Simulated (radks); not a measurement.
Results of a calculation; reference values are marked as such.
Pr17+, 42 electrons, occupied as [Kr] 4d6. Level of theory: scalar-relativistic Kohn-Sham, SCAN, spin-polarised, spherical densities, finite nucleus; open shells are filled with parallel spins first (spin-orbit coupling, left out, can overturn this in heavy ions); meta-GGA in the generalised Kohn-Sham scheme; Fermi nuclear charge, rms radius 4.8919 fm (a radial shooting solver on a logarithmic mesh with Libxc functionals).

Normalised radial functions P(r) = r R(r), r in bohr:

r           4s up  4d down
0.002031   0.1595   0.0000
0.002603   0.1921   0.0001
0.003336   0.2288   0.0002
0.004274   0.2684   0.0004
0.005477   0.3086   0.0007
0.007019   0.3452   0.0014
0.008995   0.3716   0.0028
0.01153    0.3781   0.0055
0.01477    0.3521   0.0106
0.01893    0.2798   0.0202
0.02426    0.1496   0.0377
0.03108   -0.0405   0.0689
0.03983   -0.2705   0.1214
0.05104   -0.4890   0.2054
0.06541   -0.6080   0.3287
0.08382   -0.5265   0.4901
0.1074    -0.1871   0.6669
0.1376     0.3384   0.8009
0.1778     0.8138   0.7937
0.2278     0.8608   0.5475
0.292      0.3143   0.0344
0.3741    -0.6183  -0.6356
0.4794    -1.3823  -1.2028
0.6144    -1.5166  -1.4003
0.7873    -1.0637  -1.1586
1.009     -0.4835  -0.6837
1.293     -0.1347  -0.2732
1.657     -0.0207  -0.0678
2.123     -0.0015  -0.0092

4s up: eigenvalue -663.15 eV, 3 radial nodes at r = 0.0296, 0.118, 0.319 bohr, <r> = 0.597 bohr, 90 % of the charge inside 0.849 bohr. 4d down: eigenvalue -461.81 eV, 1 radial node at r = 0.296 bohr, <r> = 0.652 bohr, 90 % of the charge inside 0.958 bohr.
